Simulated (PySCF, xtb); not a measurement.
C2H8BNO, SMILES COB(C)N. The values are those of a single conformer.

Harmonic wavenumbers (cm⁻¹) from GFN2-xTB run with xtb at its own minimum, in rising order: 43, 129, 165, 217, 297, 430, 456, 459, 505, 740, 831, 869, 885, 1066, 1127, 1155, 1244, 1328, 1388, 1412, 1484, 1487, 1499, 1504, 1538, 2915, 2929, 2985, 3024, 3037, 3065, 3512, 3559.

### Question
What does B3LYP-D3(BJ)/def2-SVP run with PySCF give at its own minimum? (Estimate from the structure and the level; the computed values follow.)

### Answer
69, 141, 152, 238, 328, 418, 472, 476, 583, 755, 852, 872, 901, 1114, 1176, 1205, 1270, 1365, 1380, 1438, 1450, 1476, 1478, 1499, 1599, 2978, 3025, 3040, 3098, 3104, 3111, 3608, 3705. Paired by order, the mean absolute difference is 39 cm⁻¹ and the zero-point energies are 67.6 and 69.2 kcal/mol.
